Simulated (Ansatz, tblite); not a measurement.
Removing an electron: Al₈N₇H₂₂⁻, a nanocrystal cut from wurtzite AlN (hydrogen-capped). Charge -1, multiplicity 1. Geometry: PBE-D4/def2-SVP. Ansatz, gas phase; energy differences of separate SCF runs; the oxidised species was run as a doublet alone.

```xyz
37

Al    0.6226    0.0119    3.2050
N    -1.1295   -0.8984    3.3446
N     0.5225    0.9051    1.4943
Al   -1.2208    0.8425    0.6700
Al    0.5306    2.7601   -1.2090
N    -1.1443    1.7880   -0.9930
Al   -1.5934   -2.1437    1.8776
N    -1.4714   -1.0344    0.2999
Al   -1.6310    0.6576   -2.5038
Al    1.9665    0.3667    0.3473
N     1.8164    1.2968   -1.3189
N     1.4793   -1.4889   -0.0520
Al   -0.2298   -1.7697   -0.9683
Al    1.6016    0.1035   -2.8418
N    -0.1687   -0.6341   -2.5079
H     0.7438    1.0672    4.4246
H     1.7003   -1.1975    3.1264
H    -1.8785   -0.1942    3.4513
H    -1.1377   -1.4334    4.2271
H     0.6815    1.9174    1.6606
H    -2.3701    1.4161    1.6571
H     0.8233    3.5794    0.1813
H     0.5407    3.6773   -2.5385
H    -1.8796    2.5145   -0.9452
H    -3.1020   -2.6736    2.1209
H    -0.3893   -3.2300    1.8747
H    -2.3913   -1.0715   -0.1799
H    -3.0064   -0.1456   -2.1128
H    -1.7127    1.4855   -3.8883
H     3.4325    0.4994    0.9944
H     2.7331    1.7543   -1.4651
H     1.4986   -2.0458    0.8202
H     2.2198   -1.8732   -0.6640
H    -0.4843   -3.3104   -1.3517
H     1.7009    0.8731   -4.2572
H     2.6847   -1.1198   -2.6636
H    -0.3576   -1.2520   -3.3164
```

The xTB rows come from tblite. Single mean-field runs in def2-TZVP are fitted with def2-universal-jkfit.

```
            level  −HOMO (eV)  vertical IE (eV)  −LUMO (eV)  HOMO–LUMO gap (eV)
         GFN1-xTB        6.50              8.38        1.11                5.39
         GFN2-xTB        7.37              9.12        2.17                5.20
PBE0-D4/def2-TZVP        4.36              5.79       -2.45                6.81
ωB97M-V/def2-TZVP        6.59              6.51       -3.79               10.38
```

Relaxing the oxidised species (PBE-D4/def2-SVP) changes its energy by -1.33 eV at PBE0-D4/def2-TZVP, so the adiabatic ionisation energy to this nearest minimum is 4.47 eV. On the way the bond Al9–H29 breaks. In the charge 0 doublet, H23 and H29 lie 1.00 Å apart (atoms count from 1), so these atoms are partly bonded to each other. Run but left out: PBE-D4/def2-TZVP (neutral doublet: an occupied level 0.04 eV above an empty one).  Raw xTB energy differences between charge states are shifted by several eV; the methods need an empirical correction for them.
